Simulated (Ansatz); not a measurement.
C2H4AlClGe, SMILES `Cl[C]1=[CH][GeH2][AlH]1` at its PBE0-D4/def2-TZVP geometry, where that method's forces vanish. Total charge 0; spin multiplicity 1.

| atom | x (Å) | y (Å) | z (Å) |
| --- | --- | --- | --- |
| Cl1 | -0.425 | 2.912 | 0.595 |
| C2 | -0.303 | 1.228 | 0.192 |
| C3 | 0.782 | 0.493 | 0.505 |
| Ge4 | 0.514 | -1.365 | -0.129 |
| Al5 | -1.465 | -0.053 | -0.710 |
| H6 | 1.645 | 0.905 | 1.027 |
| H7 | 1.595 | -1.779 | -1.148 |
| H8 | 0.560 | -2.375 | 1.034 |
| H9 | -2.903 | 0.035 | -1.368 |

Question: For each bond, give half the difference of the two atoms' forces along it (eV/Å; positive pushes the atoms apart) under PBE-D4, r2SCAN-D4, B3LYP-D4, ωB97M-V in def2-TZVPP. (An estimate is asked.)

Answer: Ansatz gave: 
```csv
bond,length (Å),PBE-D4,r2SCAN-D4,B3LYP-D4,ωB97M-V
Cl1–C2,1.736,0.10,0.19,0.34,0.24
C2–C3,1.347,0.36,0.17,-0.07,-0.10
C2–Al5,1.951,0.00,-0.10,-0.03,-0.06
C3–Ge4,1.982,0.02,0.04,0.21,0.07
C3–H6,1.090,0.02,-0.07,-0.15,-0.06
Ge4–Al5,2.445,0.02,0.01,0.14,0.03
Ge4–H7,1.541,0.07,-0.04,-0.04,-0.07
Ge4–H8,1.541,0.07,-0.04,-0.04,-0.07
Al5–H9,1.583,0.02,-0.02,-0.15,-0.12
```

B3LYP here is the variant with VWN-RPA as its local correlation; programs differ in this.
